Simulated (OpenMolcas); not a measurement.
Cr3+ (d3) in a complex was computed by CASSCF with the d shell active (OpenMolcas, ANO-RCC-VTZP on the metal). Its lowest spin-free states, and all those of the highest spin:

```
2S+1  Degeneracy  E (cm-1)
   4           1       0.0
   4           2      8242
   4           1     10745
   4           1     13340
   4           2     16544
   2           1     18327
   2           1     18745
   2           2     19019
   2           1     19531
   2           1     23998
   2           2     24416
   2           1     24971
   4           1     26960
   4           2     28691
```

Question: Is the site octahedral, tetrahedral or cube-like, axial, or of lower symmetry?

Answer: The states with 2S+1 = 4 have orbital degeneracies 1, 2, 1, 1, 2, 1, 2. There are pairs but no triples, so the site is axial: not cubic, but with a proper or improper axis of order three or more. The run had Cr3+ with 6 ligands (sulfide, chloride on the axis) in tetragonal octahedral coordination (D4h) at 2.4 Å, the axial distance 2.376 Å. A charge of +1.17 e stands 3.2 Å behind each ligand. Ligand basis ANO-RCC-VDZP.

Without dynamic correlation the repulsion within the d shell is too large (B by tens of per cent), so at a given field states of lower spin stand too high. The least metal-like active orbital is 84 % on the metal (Löwdin) and no ligand orbital is active, so the numbers are rough. The sulfide ions are held by bare point charges, a crude embedding. Ligand-to-metal charge-transfer states are missing. With no ligand orbital active B as a rule stays too high, so bands that hang on it stand too high and its fall with covalency is understated. With metal d orbitals alone and no dynamic correlation the field as a rule comes out too small, by tens of per cent, by up to half for chloride and softer ligands. No measured value stands beside these numbers; the geometry was imposed, not optimised, and the real ion may take another.
